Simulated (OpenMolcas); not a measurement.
# Cr³⁺: the spin-orbit constant, worked from levels

```json
{
 "Program": "OpenMolcas",
 "Basis": "ANO-RCC-VTZP [6s5p3d2f1g]",
 "Scalar Hamiltonian": "DKH2, point nucleus",
 "Active space": "3 electrons in 5 orbitals (3d)",
 "State averaging": "2S+1 = 4 even, 10 roots; 2S+1 = 2 even, 40 roots",
 "Spin-orbit coupling": "RASSI with atomic mean-field integrals over the reference wave functions, term energies averaged over their components"
}
```

Methods: CASSCF; MS-CASPT2, IPEA 0.25 Eh, imaginary shift 0.1 Eh (closed shells correlated: 3s 3p). Measured levels: Sugar and Corliss, J. Phys. Chem. Ref. Data 6, 317 (1977).

**The spin-orbit constant.** For the Hund term 4F of d3, E(J) = (A/2) J(J+1) + constant and ζ = 2S·A = 3A. From J = 3/2 to J = 9/2 the energy changes by 10.5 A.

| Source | E(9/2) - E(3/2) | A | ζ |
| --- | --- | --- | --- |
| CASSCF | 1000.3 | 95.3 | 286 |
| MS-CASPT2 | 1001.3 | 95.4 | 286 |
| measured | 945.6 | 90.1 | 270 |

All in cm-1. MS-CASPT2 is off by +5.9 % and CASSCF by +5.8 %. Both methods take the spin-orbit matrix elements from the reference wave functions, so the second can move ζ only through the term energies and any multistate remixing. Second-order mixing with other terms is absorbed into this ζ.

CASPT2 does not keep the components of a term degenerate, so their means are used; among the terms shown or strongly mixed into the levels shown the widest spread is 1000 cm-1 (3d3 4F, MS-CASPT2). Without dynamic correlation excited terms often stand tens of per cent too high (terms of higher spin than the ground term too low), and those without a measured partner can miss by more than the paired ones (holds for CASSCF). Measured partners are found by configuration, term and J. A level has none where our copy of the source lacks it or the pairing is in doubt (some pairs that miss far off the trend of their configuration count as doubtful), and it then counts in no deviation. Levels of configurations outside the active space are missing.
